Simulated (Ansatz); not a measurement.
Task: Predict a relaxed structure of GaMe2(hfac) (C₇H₇F₆GaO₂), charge 0, singlet, at PBE-D4/def2-SVP (Ansatz).

Result: 
| atom | x (Å) | y (Å) | z (Å) |
| --- | --- | --- | --- |
| Ga1 | -1.6113 | -0.4835 | -0.1566 |
| C2 | -2.7997 | 0.7765 | 0.7725 |
| H3 | -2.2078 | 1.5831 | 1.2482 |
| H4 | -3.3837 | 0.2599 | 1.5601 |
| H5 | -3.5141 | 1.2390 | 0.0625 |
| C6 | -1.8253 | -2.1392 | -1.1928 |
| H7 | -0.8708 | -2.4097 | -1.6870 |
| H8 | -2.6053 | -2.0253 | -1.9725 |
| H9 | -2.1231 | -2.9745 | -0.5266 |
| O10 | -0.1232 | -0.8694 | 1.1571 |
| C11 | 1.0504 | -0.3835 | 1.1184 |
| C12 | 1.9412 | -0.8474 | 2.2918 |
| F13 | 2.0388 | -2.1901 | 2.2891 |
| F14 | 1.3914 | -0.4636 | 3.4597 |
| F15 | 3.1877 | -0.3335 | 2.2238 |
| C16 | 1.5921 | 0.4892 | 0.1564 |
| C17 | 0.8491 | 0.9442 | -0.9489 |
| C18 | 1.5339 | 1.8712 | -1.9773 |
| F19 | 0.8162 | 2.9994 | -2.1298 |
| F20 | 1.6062 | 1.2481 | -3.1704 |
| F21 | 2.7860 | 2.2135 | -1.6046 |
| O22 | -0.3592 | 0.6782 | -1.2389 |
| H23 | 2.6306 | 0.8174 | 0.2659 |
 This is one stationary point.
